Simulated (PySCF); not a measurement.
The free ion Cr4+ in its d2 configuration.

Method (PySCF 2.14, density fitting): CASSCF(2,5) with orbitals averaged over all microstates of the shell, strongly contracted NEVPT2 on the averaged canonical orbitals; basis x2c-TZVPall; spin-free X2C; gas phase; spin-orbit coupling by state interaction with the mean-field operator over all roots.

Question: Which term lies lowest, and with what spin?

Answer: 3F (S = 1, orbital degeneracy 7), by NEVPT2.

Question: Where do the spin-allowed transitions within the shell lie?

Answer: By NEVPT2: 3P at 16063 cm⁻¹ (623 nm).

Question: Which is the lowest state of another spin?

Answer: 1D at 13705 cm⁻¹ by NEVPT2; CASSCF alone puts it at 15817 cm⁻¹ above the same ground state.

Question: What magnetic behaviour follows?

Answer: The lowest spin-orbit level is 5-fold with J = 2; the next lies at 495.5 cm⁻¹. μeff is 2.27 μB at 300 K and 1.64 μB at 10 K; the free-ion value g_J√(J(J+1)) for the Hund's-rule level J = 2 is 1.63 μB.

The job took 1.9 s on one thread of AMD EPYC 7R13 Processor (shared host), with 48 basis functions, launched as `OMP_NUM_THREADS=1 python lf_run.py task.json out`.
